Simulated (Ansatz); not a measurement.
Species: AlS, charge 0, multiplicity 2. 
Structure (B3LYP-D3(BJ)/def2-TZVP (Ansatz, a program for electronic structure) minimum search):
```xyz
2

Al     0.0000     0.0000    -1.1286
S      0.0000     0.0000     0.9170
```
Charge 0, spin multiplicity 2.

Property: vertical electron affinity (to the singlet state of charge -1; a negative value means that the extra electron is unbound and the number depends on the basis; each state is the SCF solution reached for its spin), in eV. Correlated levels leave the core frozen unless marked. Open shells are spin-unrestricted. Spin-orbit coupling is left out. Non-relativistic. Anions need diffuse functions: aug- sets have them; def2-D sets add few. CBS marks a two-point X^-3 extrapolation of the correlation energy; Hartree-Fock from the larger set.

```tsv
level	program	vertical electron affinity (eV)
SVWN5/def2-TZVPD	Ansatz	2.66
```

**Question.** What does CCSD(T)/CBS(aug-cc-pV(T+d)Z,aug-cc-pV(Q+d)Z) (Ansatz) give?

**Answer.** 2.70 eV
